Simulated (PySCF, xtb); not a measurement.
SbCl₃, SMILES [Cl][Sb]([Cl])[Cl].

GFN2-xTB (xtb) at its own geometry gives an orbital gap of 4.37 eV and a dipole moment of 2.81 D.

Geometry: r2SCAN-D4/def2-SVP. The isomer is the one that the SMILES or the coordinates give; other isomers of the formula were not compared. The def2 effective core potentials stand for the cores of Sb; spin–orbit coupling is left out.

### Question
What does r2SCAN/def2-TZVPD (PySCF) give? (An estimate is asked for; the answer gives what the named calculation found.)

### Answer
gap 5.09 eV (levels -7.87 and -2.78 eV), dipole 2.69 D.
